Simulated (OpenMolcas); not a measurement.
**Ir2+: moving or changing the point charges**

Ir2+ among 6 point charges of -1.7 e arranged as an octahedron (Oh), 2.05 Å from the ion.
```
   2.0500    0.0000    0.0000  -1.70
   0.0000    2.0500    0.0000  -1.70
  -2.0500    0.0000    0.0000  -1.70
   0.0000   -2.0500    0.0000  -1.70
   0.0000    0.0000    2.0500  -1.70
   0.0000    0.0000   -2.0500  -1.70
```

| Property | Result |
| --- | --- |
| Program | OpenMolcas |
| Method | SS-CASPT2, IPEA 0.25 Eh, imaginary shift 0.1 Eh (closed shells correlated: 5s 5p) |
| Basis | ANO-RCC-VDZP [7s6p4d2f] |
| Scalar Hamiltonian | DKH2, point nucleus |
| Active space | 7 electrons in 5 orbitals (5d) |
| State averaging | 2S+1 = 4 even, 10 roots; 2S+1 = 2 even, 40 roots |
| Spin-orbit coupling | RASSI with atomic mean-field integrals over the reference wave functions |

Runs around this geometry, states (labels of O, the rotations of Oh). Energies in cm-1 above the lowest state or level, χT in cm3 K/mol; under a threefold ground state the first gap can be a small split of the lowest multiplet, not the spin-orbit step; 10Dq and B are least-squares fits to the states below 45000 cm-1, weighted by degeneracy, with a free offset, and given where the rms deviation is under 5 % of |10Dq| (or 100 cm-1) and under 700 cm-1.

```json
{"R (Å)": "2.21", "q (e)": "-1.36", "Ground state": "4T1", "First state of that spin": "4T2 6820", "10Dq": "", "B (rms of fit)": "", "First gap with spin-orbit (degeneracies)": "940 (2, 4)", "χT at 300 K": "3.369", "First state of another spin": "2E 8250"}
{"R (Å)": "2.05", "q (e)": "-1.7", "Ground state": "4T1", "First state of that spin": "4T2 12410", "10Dq": "12628", "B (rms of fit)": "660 (519)", "First gap with spin-orbit (degeneracies)": "470 (2, 4)", "χT at 300 K": "3.216", "First state of another spin": "2E 3460"}
{"R (Å)": "2.31", "q (e)": "-1.7", "Ground state": "4T1", "First state of that spin": "4T2 7000", "10Dq": "", "B (rms of fit)": "", "First gap with spin-orbit (degeneracies)": "940 (2, 4)", "χT at 300 K": "3.361", "First state of another spin": "2E 8020"}
```

Taking the first state of the same spin as R^-n, n = -ln(7000 / 12410) / ln(2.31 / 2.05) = 4.8 between the shortest and longest distance.

Roots that are degenerate in the reference are averaged as groups; the widest CASPT2 spread within a group is 330 cm-1 (the 3-fold group of multiplicity 2 near 13600 cm-1 above the lowest state of its run, R = 2.21, q = -1.36). Shifts and gaps below about the spread of the groups concerned are not significant. An orbital triplet at a regular site is open to Jahn-Teller coupling, which can distort the site and quench the lowest spin-orbit gaps and is left out. This shell can be high or low spin here, a state of another spin lies low, and with metal d orbitals alone active their balance is uncertain, so the ground spin may be wrong. Point charges give a weaker field than real ligands, and real ions of this kind are as a rule low spin; the high spin found here belongs to the model. Free-ion shares, where given, are those of the reference states; single-state CASPT2 does not remix them. This is an electrostatic model: the charges have no orbitals. No measured value stands beside these numbers.
